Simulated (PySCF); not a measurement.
CH5BrFNSi, SMILES C[Si](N)(F)Br.

Geometry: PBE-D3(BJ)/def2-SVP. The structure was generated by enumeration, and PubChem lists no compound with its InChIKey, so it may never have been made. Other conformers were not sampled.

Computed with TDA-PBE/def2-SVPD (PySCF).

Vertical excitations. Gas-phase values at a fixed geometry.

```
state  energy (eV)  λ (nm)      f                            main pairs
-----  -----------  ------  -----  ------------------------------------
S1            6.08     204  0.006                        HOMO→LUMO 99 %
S2            6.49     191  0.005                      HOMO→LUMO+1 93 %
S3            6.61     188  0.058                      HOMO−1→LUMO 96 %
S4            6.78     183  0.054                      HOMO−2→LUMO 89 %
S5            7.13     174  0.010                    HOMO−1→LUMO+1 95 %
S6            7.18     173  0.014                      HOMO→LUMO+2 92 %
S7            7.24     171  0.001                    HOMO−2→LUMO+1 91 %
S8            7.57     164  0.010    HOMO→LUMO+3 54 %, HOMO→LUMO+4 40 %
S9            7.68     161  0.004  HOMO−1→LUMO+2 71 %, HOMO−3→LUMO 20 %
S10           7.77     160  0.056                      HOMO−3→LUMO 65 %
T1            5.85     212      0                        HOMO→LUMO 99 %
T2            6.31     196      0                      HOMO→LUMO+1 90 %
T3            6.36     195      0                      HOMO−1→LUMO 96 %
T4            6.52     190      0                      HOMO−2→LUMO 88 %
```
Triplets are in the Tamm–Dancoff approximation.
